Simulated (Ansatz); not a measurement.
Ansatz (a program for electronic structure) input (HF/def2-TZVP):

Ansatz 0.2 input:
```yaml
crystal:
  periodic: [false, false, false]
  atoms:
    - {symbol: Pb, position_ang: [-0.00870056, 0.01049205, 0.68829151]}
    - {symbol: Cl, position_ang: [0.88299914, 1.00189484, -1.66475882]}
    - {symbol: Cl, position_ang: [-0.84103175, -1.05250355, -1.65523550]}
basis:
  gaussian:
    orbitals: def2-TZVP
hamiltonian:
  xc: {name: HF}
magnetization: {spin_polarized: true, initial_magnetization: 2}
relax: {f_tol: 0.003, max_steps: 100}
```

Output:

```
Functional definition: HF
integrals: 0.07 GiB planned
1011 factors; integrals over basis functions are off by at most 2.5e-4 eV
mean field: 0.56 GiB planned
mean field evaluation 1: about -30227.6449 eV, gradient 8.7e0 eV
mean field evaluation 2: about -30227.6457 eV, gradient 8.7e0 eV
mean field evaluation 4: about -30228.3986 eV, gradient 1.5e0 eV
mean field evaluation 8: about -30228.4307 eV, gradient 8.1e-4 eV
mean field evaluation 16: about -30228.2386 eV, gradient 1.5e0 eV
mean field evaluation 32: about -30226.4023 eV, gradient 1.1e1 eV
mean field evaluation 64: about -30223.1669 eV, gradient 2.1e1 eV
mean field evaluation 96: about -30227.6398 eV, gradient 6.4e-1 eV
mean field -30228.43073376 eV, -1110.8743398994 hartree, gradient 1.6e-5 eV, S^2 2.036749; 3 other end points of the search recorded, 0 dependent functions left out
the calculation of the forces begins
reference -30228.43073376 eV, -1110.8743398994 hartree; 29, 27 occupied and 95, 97 virtual orbitals, 1011 factors
relax step   1: F+E_penalty+E_count = -30228.43073376 eV  Δ(F+E_penalty+E_count) = +0.000e0 eV  max|allowed force component| = 2.154e-1 eV/Å  Δτ_max = 0.0000 Å  (194 SCF iters, accepted)
these checks for a lower state are left out or cut short: starts, cluster_reference, orbital_swaps, neighbouring_geometries, increment
integrals: 0.07 GiB planned
1011 factors; integrals over basis functions are off by at most 2.9e-4 eV
mean field: 0.56 GiB planned
mean field -30228.43747147 eV, -1110.8745875055 hartree, gradient 8.4e-6 eV, S^2 2.035193; 0 other end points of the search recorded, 0 dependent functions left out
the calculation of the forces begins
reference -30228.43747147 eV, -1110.8745875055 hartree; 29, 27 occupied and 95, 97 virtual orbitals, 1011 factors
relax step   2: F+E_penalty+E_count = -30228.43747147 eV  Δ(F+E_penalty+E_count) = -6.738e-3 eV  max|allowed force component| = 7.831e-2 eV/Å  Δτ_max = 0.0330 Å  (44 SCF iters, accepted)
these checks for a lower state are left out or cut short: starts, cluster_reference, orbital_swaps, neighbouring_geometries, increment
integrals: 0.07 GiB planned
1011 factors; integrals over basis functions are off by at most 2.8e-4 eV
mean field: 0.56 GiB planned
mean field -30228.43789993 eV, -1110.8746032512 hartree, gradient 4.7e-5 eV, S^2 2.035241; 0 other end points of the search recorded, 0 dependent functions left out
the calculation of the forces begins
reference -30228.43789993 eV, -1110.8746032512 hartree; 29, 27 occupied and 95, 97 virtual orbitals, 1011 factors
relax step   3: F+E_penalty+E_count = -30228.43789993 eV  Δ(F+E_penalty+E_count) = -4.285e-4 eV  max|allowed force component| = 6.424e-3 eV/Å  Δτ_max = 0.0068 Å  (43 SCF iters, accepted)
these checks for a lower state are left out or cut short: starts, cluster_reference, orbital_swaps, neighbouring_geometries, increment
integrals: 0.07 GiB planned
1011 factors; integrals over basis functions are off by at most 2.8e-4 eV
mean field: 0.56 GiB planned
mean field -30228.43790362 eV, -1110.8746033870 hartree, gradient 1.2e-5 eV, S^2 2.035224; 0 other end points of the search recorded, 0 dependent functions left out
the calculation of the forces begins
reference -30228.43790362 eV, -1110.8746033870 hartree; 29, 27 occupied and 95, 97 virtual orbitals, 1011 factors
relax step   4: F+E_penalty+E_count = -30228.43790362 eV  Δ(F+E_penalty+E_count) = -3.696e-6 eV  max|allowed force component| = 1.274e-4 eV/Å  Δτ_max = 0.0005 Å  (33 SCF iters, accepted)
integrals: 0.07 GiB planned
1011 factors; integrals over basis functions are off by at most 2.8e-4 eV
mean field: 0.56 GiB planned
mean field evaluation 128: about -30227.6348 eV, gradient 8.9e0 eV
mean field evaluation 160: about -30228.4287 eV, gradient 2.8e-1 eV
mean field evaluation 192: about -30228.4056 eV, gradient 1.5e0 eV
mean field -30228.43790362 eV, -1110.8746033870 hartree, gradient 1.2e-5 eV, S^2 2.035224; 4 other end points of the search recorded, 0 dependent functions left out
the calculation of the forces begins
reference -30228.43790362 eV, -1110.8746033870 hartree; 29, 27 occupied and 95, 97 virtual orbitals, 1011 factors
Total energy: -30228.43790362 eV, -1110.8746033870 hartree
Atom 0 at    -0.009025     0.010884     0.713973 Å, force    -0.000002     0.000002     0.000127 eV/Å
Atom 1 at     0.868558     0.984297    -1.677519 Å, force     0.000025     0.000028    -0.000064 eV/Å
Atom 2 at    -0.826266    -1.035297    -1.668157 Å, force    -0.000023    -0.000030    -0.000064 eV/Å
Dipole moment:    -0.011434     0.013788     0.904526 e Å
```

This is an excited triplet: at this geometry the singlet lies 1.35 eV lower at RI-MP2/CBS(def2-TZVPPD,def2-QZVPPD)+[CCSD(T)-MP2]/def2-TZVPPD.
